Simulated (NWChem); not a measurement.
# thionyl fluoride (SOF₂); SMILES O=S(F)F

Program: NWChem. Each level has its own optimisation; frequencies are unscaled.

For level PBE0/def2-SVP:

| Item | Result |
|---|---|
| r O–S (Å) | 1.437 |
| r F–S (Å) | 1.616 |
| highest harmonic frequency (cm⁻¹) | 1364 |
| lowest (cm⁻¹) | 357 |
| dipole (D) | 1.85 |

### Question
What are these values for level Hartree-Fock/STO-3G?

### Answer
| Quantity | Result |
|---|---|
| r O–S (Å) | 1.660 |
| r F–S (Å) | 1.650 |
| highest harmonic frequency (cm⁻¹) | 981 |
| lowest (cm⁻¹) | 278 |
| dipole (D) | 2.64 |
